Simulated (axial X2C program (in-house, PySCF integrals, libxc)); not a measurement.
**Nuclear properties of RhSe⁻**

Calculated with an axial X2C code built on PySCF integrals: two-component X2C with atomic mean-field Coulomb and Gaunt terms, Gaussian nuclei, basis Rh dyall-acv3z, Se dyall-acv3z with contracted cores.

R = 2.222 Å (near the PBE0 minimum at charge -1 of the determinant lowest at the starting distance; the state shown can have its own minimum elsewhere).

Input and command:
```json
{"zs": [45, 34], "q": -1, "bas": ["dyall-acv3z", "dyall-acv3z"], "r0": 2.17, "levels": ["PBE0", "HF", "BP86", "PBE", "TPSSh"], "nst": 3}
```
```bash
python soeom.py task.json out
```

Keys: zs atomic numbers; q charge; bas basis sets; r0 starting distance in Å; levels methods; nst determinants followed.

Determinant lowest in the PBE0 search, Ω = 1 (⟨Sz⟩ = 0.97, ⟨Lz⟩ = 0.03 at PBE0), spin on the atoms Rh 0.68, Se 0.29:

```csv
level,Eeff magnitude (GV/cm),Ws magnitude Rh (kHz),A∥/gI Rh (MHz),qzz Rh (a.u.),A∥/gI Se (MHz),qzz Se (a.u.)
PBE0,1.18,0.34,-71.6,3.70,-162,0.71
HF,3.28,1.54,537,3.07,-24.9,2.98
BP86,0.831,0.166,-18,3.97,-209,0.42
PBE,0.968,0.238,-47.8,3.92,-218,0.38
TPSSh,0.702,0.0708,12.9,3.70,-177,0.62
```

Determinant 0.15 eV from it at PBE0 and this distance, Ω = 4 (⟨Sz⟩ = 1.00, ⟨Lz⟩ = 3.00 at PBE0), spin on the atoms Rh 0.78, Se 0.22:

```csv
level,Eeff magnitude (GV/cm),Ws magnitude Rh (kHz),A∥/gI Rh (MHz),qzz Rh (a.u.),A∥/gI Se (MHz),qzz Se (a.u.)
PBE0,0.727,0.0464,312,-1.01,61.5,1.33
BP86,0.521,0.0246,321,-0.72,70.9,1.44
PBE,0.561,0.0297,319,-0.76,67.9,1.39
TPSSh,0.495,0.016,320,-0.99,65.1,1.33
```

Eeff is the effective electric field on the electron electric dipole moment in this Ω state and Ws the scalar–pseudoscalar constant of the nucleus named (defined with the proton number Z and per Ω); A∥ (defined per Ω) follows by multiplying with gI = μI/(I μN); qzz is the electric field gradient, eQq0 = 234.96 MHz × Q/barn × qzz. The operators were transformed with the bare-nucleus X2C matrices; with these basis sets, hyperfine constants and field gradients can be off by tens of per cent, and where levels differ in sign neither size nor sign is settled.

Each state is one determinant with collinear spin, which with several unpaired electrons need not be a pure state. Unrestricted Hartree–Fock can overshoot spin polarisation at the nuclei. In the state Ω = 1 the sign of Eeff differs between levels (HF against PBE0). For an anion, determinants above electron detachment, or with a positive highest level, are held by the basis set. With several open shells hyperfine constants can be off by a factor of several. Where Eeff spreads by more than a factor of two the levels disagree and none is to be relied on. Open-shell Ω = 0 determinants with evenly filled partner blocks cannot be reached by this program, so the Ω shown need not be the lowest component. Left out as unconverged or as another state under the same occupation: HF in at least one table. States lie within half an eV, so the first need not be the ground state. The sign of Ws at Rh differs between levels in the first state. Further determinants of the search, some of them spin-mixed, are not shown. Where a field gradient or hyperfine factor spreads by more than a factor of two over the levels, a constant derived from it is not to be relied on. PBE0 term energies can be off by some tenths of an eV.
